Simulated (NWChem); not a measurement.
Species: C2H7Bi; SMILES [CH3][BiH][CH3]

Program: NWChem. The geometry was optimised at PBE0/def2-SVP. def2 effective core potentials on Bi; no spin-orbit coupling. Static field.

What does the run give for B3LYP/def2-SVPD? Quantities: isotropic polarisability (bohr³); anisotropy (bohr³).


```yaml
isotropic polarisability (bohr³): 79.0
anisotropy (bohr³): 17.1
```
